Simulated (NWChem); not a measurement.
System: GeICl, singlet; SMILES [Cl][Ge][I]

```xyz
3

Ge     0.7824    -1.0494     0.0000
Cl    -1.0691    -2.2223     0.0000
I     -0.1295     1.3464     0.0000
```
Atoms are numbered in this order, from 1.

All runs: NWChem. Low-valent species are run as closed-shell singlets; no triplet was tried in these runs. The geometry was optimised at PBE0/def2-SVP. def2 effective core potentials on I; no spin-orbit coupling. B3LYP is NWChem's, with the RPA form of VWN correlation. Ions are spin-unrestricted doublets at the neutral geometry; other ion states weren't tried.

For level LRC-wPBEh/def2-SVP:

* **−ε(HOMO) (eV)**: 9.25

Q: What are these values for level B3LYP/def2-SVP?

A: 
| Item | Value |
|---|---|
| −ε(HOMO) (eV) | 7.21 |
